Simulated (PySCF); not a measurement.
Calculation: PySCF 2.14.0 with TPSSh-D3(BJ)/def2-TZVPD // CAM-B3LYP-D3(BJ)/def2-TZVPD. All species are isolated molecules in the gas phase. One relaxed conformer stands for a flexible species; it need not be the lowest. 

Reference species (SMILES): `[SiH3][O-]` (charge -1, multiplicity 1).

```yaml
HOMO: -0.50 eV
```

Changed species: `N#CC[SiH2][O-]` (X = cyanomethyl, proton removed; the reference has X = H, proton removed).

What does the change do to the HOMO?

the HOMO decreases by 0.82 eV, to -1.32 eV.
